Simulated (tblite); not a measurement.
`CCC[Si@@H](N)NC`. Structure optimised with GFN2-xTB, isolated species.

```
atom  x, y, z in Å
C1    -2.8053    0.4519    0.3257
C2    -2.0891   -0.7070   -0.3536
C3    -0.7940   -0.2756   -1.0340
Si4    0.5307    0.3429    0.1883
N5     0.6492   -0.4846    1.7019
N6     2.0367    0.0231   -0.5816
C7     3.2951    0.3642    0.0350
H8    -2.1905    0.8723    1.1169
H9    -3.0159    1.2390   -0.3951
H10   -3.7479    0.1207    0.7577
H11   -1.8669   -1.4789    0.3873
H12   -2.7630   -1.1506   -1.0935
H13   -0.4044   -1.1242   -1.5997
H14   -1.0294    0.5000   -1.7639
H15    0.2818    1.7436    0.5757
H16    1.1178   -1.3767    1.7129
H17   -0.1641   -0.5202    2.2938
H18    2.0764    0.1373   -1.5830
H19    4.0875   -0.2866   -0.3416
H20    3.2003    0.2218    1.1075
H21    3.5860    1.4046   -0.1479
```

**Question.** What is the longest distance between nuclei?

**Answer.** H10···H19, 7.92 Å; the next longest distance is 7.50 Å.

**Question.** What is the repulsion energy of the bare nuclei, Σ ZA·ZB/RAB?

**Answer.** 402.77 Eh over 210 pairs, with full nuclear charges and distances in bohr; the largest single term is 30.13 Eh (Si4 with N6).

**Question.** Work out the bond lengths C1–C2, C1–H9, C1–H10, C3–Si4, C3–H13, Si4–N5, N5–H17 in pm.

**Answer.** For C1–C2 the difference vector is (0.7162, -1.1589, -0.6793) Å, of length 1.5223 Å. C1–C2 152.2; C1–H9 108.8; C1–H10 108.8; C3–Si4 190.6; C3–H13 109.2; Si4–N5 172.9; N5–H17 100.7 pm.

**Question.** What are the angles H9–C1–H10, C3–C2–H12, Si4–C3–H14, C2–C3–H13, N6–C7–H19?

**Answer.** From the scalar product of the two bond vectors; for H9–C1–H10 it is -0.3736 Å² over 1.0879 × 1.0885 Å², cos θ = -0.3155. H9–C1–H10 108.4°; C3–C2–H12 109.6°; Si4–C3–H14 110.4°; C2–C3–H13 108.3°; N6–C7–H19 110.2°.

**Question.** How far apart are these pairs, which share no bond: Si4···H9, Si4···H12, H12···H19, H17···H19?

**Answer.** Si4···H9 3.704 Å (4 bonds apart); Si4···H12 3.837 Å (3 bonds apart); H12···H19 6.946 Å (6 bonds apart); H17···H19 5.008 Å (5 bonds apart).

Its GFN2-xTB frequencies are all real (lowest 43 cm⁻¹). The numbers are those of one conformer. 3 starts were optimised and ended at 0.00, 0.09 and 0.65 kcal/mol (GFN2-xTB); the lowest of these is shown.

Time: 3.1 s of wall time. Hardware: one thread of an Arm Neoverse N1, no GPU, on a shared host. That covers the optimisation of the geometry.

The numbers are calculated, not measured.
